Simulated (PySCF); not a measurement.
F$_{4}$Hf (SMILES [F][Hf]([F])([F])[F]), singlet, geometry from GFN2-xTB (such geometries of metal compounds can be far from the true shape) (core potentials on Hf); PySCF with TPSS/def2-SVP.

Here is a job for PySCF.
```python
from pyscf import gto, scf, dft

mol = gto.Mole()
mol.atom = '''
    Hf   -0.000000    0.000000    0.000000
    F     1.205187    0.854949   -1.064829
    F     0.873966   -1.170589    1.087741
    F    -1.190075   -0.908014   -1.037548
    F    -0.889078    1.223654    1.014636
'''
mol.basis = 'def2-svp'
mol.ecp = {'Hf': 'def2-svp'}
mol.charge = 0
mol.spin = 0
mol.verbose = 4
mol.build()

mf = dft.RKS(mol)
mf.xc = 'tpss'
mf.small_rho_cutoff = 0
mf.kernel()
```

### Question
What does PySCF print? Leave out banner, timings and long lists.

### Answer

```
PySCF version 2.14.0

[INPUT] verbose = 4
[INPUT] num. atoms = 5
[INPUT] num. electrons = 48
[INPUT] charge = 0
[INPUT] spin (= nelec alpha-beta = 2S) = 0
[INPUT] symmetry False subgroup None
[INPUT] Mole.unit = angstrom
[INPUT] Symbol           X                Y                Z      unit          X                Y                Z       unit  Magmom
[INPUT]  1 Hf     0.000000000000   0.000000000000   0.000000000000 AA    0.000000000000   0.000000000000   0.000000000000 Bohr   0.0
[INPUT]  2 F      1.205187000000   0.854949000000  -1.064829000000 AA    2.277473358886   1.615619460471  -2.012235179494 Bohr   0.0
[INPUT]  3 F      0.873966000000  -1.170589000000   1.087741000000 AA    1.651556382182  -2.212092614428   2.055532584461 Bohr   0.0
[INPUT]  4 F     -1.190075000000  -0.908014000000  -1.037548000000 AA   -2.248915817692  -1.715897777271  -1.960681561090 Bohr   0.0
[INPUT]  5 F     -0.889078000000   1.223654000000   1.014636000000 AA   -1.680113923376   2.312370931229   1.917384156124 Bohr   0.0

nuclear repulsion = 211.983950456963
number of shells = 36
number of NR pGTOs = 153
number of NR cGTOs = 88
basis = def2-svp
ecp = {'Hf': 'def2-svp'}

******** <class 'pyscf.dft.rks.RKS'> ********
method = RKS
initial guess = minao
damping factor = 0
level_shift factor = 0
DIIS = <class 'pyscf.scf.diis.CDIIS'>
diis_start_cycle = 1
diis_space = 8
diis_damp = 0
SCF conv_tol = 1e-09
SCF conv_tol_grad = None
SCF max_cycles = 50
direct_scf = True
direct_scf_tol = 1e-13
XC library pyscf.dft.libxc version 7.1.2
    S. Lehtola, C. Steigemann, M. J. T. Oliveira, and M. A. L. Marques,  SoftwareX 7, 1–5 (2018)
XC functionals = tpss
    J. Tao, J. P. Perdew, V. N. Staroverov, and G. E. Scuseria,  Phys. Rev. Lett. 91, 146401 (2003)
    J. P. Perdew, J. Tao, V. N. Staroverov, and G. E. Scuseria,  J. Chem. Phys. 120, 6898 (2004)
    J. Tao, J. P. Perdew, V. N. Staroverov, and G. E. Scuseria,  Phys. Rev. Lett. 91, 146401 (2003)
    J. P. Perdew, J. Tao, V. N. Staroverov, and G. E. Scuseria,  J. Chem. Phys. 120, 6898 (2004)
radial grids:
    Treutler-Ahlrichs [JCP 102, 346 (1995); DOI:10.1063/1.469408] (M4) radial grids

becke partition: Becke, JCP 88, 2547 (1988); DOI:10.1063/1.454033
pruning grids: <function nwchem_prune>
grids dens level: 3
symmetrized grids: False
atomic radii adjust function: <function treutler_atomic_radii_adjust>
small_rho_cutoff = 0
Set gradient conv threshold to 3.16228e-05
Initial guess from minao.
tot grids = 80840
init E= -434.768460343672
  HOMO = -0.676321781912685  LUMO = -0.33949775999439  gap/eV = 9.16545
cycle= 1 E= -447.272648485347  delta_E= -12.5  |g|= 0.976  |ddm|= 7.71
  HOMO = -0.24119155511153  LUMO = -0.0108569650680188  gap/eV = 6.26772
cycle= 2 E= -447.067374722212  delta_E= 0.205  |g|= 1.52  |ddm|= 1.63
  HOMO = -0.365932231630105  LUMO = -0.0289152619950919  gap/eV = 9.17070
cycle= 3 E= -447.406986386852  delta_E= -0.34  |g|= 0.33  |ddm|= 1.05
  HOMO = -0.370912861094308  LUMO = -0.0394308849258081  gap/eV = 9.02008
cycle= 4 E= -447.430816034525  delta_E= -0.0238  |g|= 0.0123  |ddm|= 0.332
  HOMO = -0.369472942605452  LUMO = -0.0389367704496166  gap/eV = 8.99435
cycle= 5 E= -447.430842639843  delta_E= -2.66e-05  |g|= 0.00238  |ddm|= 0.00853
  HOMO = -0.369476360308685  LUMO = -0.0389523156999978  gap/eV = 8.99402
cycle= 6 E= -447.430843721915  delta_E= -1.08e-06  |g|= 0.00022  |ddm|= 0.00205
  HOMO = -0.369517976217657  LUMO = -0.0389719972977147  gap/eV = 8.99461
cycle= 7 E= -447.430843729354  delta_E= -7.44e-09  |g|= 4.47e-05  |ddm|= 0.000142
  HOMO = -0.369518194894418  LUMO = -0.0389719963385069  gap/eV = 8.99462
cycle= 8 E= -447.430843729684  delta_E= -3.29e-10  |g|= 1.07e-05  |ddm|= 3.36e-05
  HOMO = -0.369518026024783  LUMO = -0.0389717548421267  gap/eV = 8.99462
Extra cycle  E= -447.430843729603  delta_E= 8.08e-11  |g|= 2.41e-05  |ddm|= 2.16e-05
converged SCF energy = -447.430843729603
```
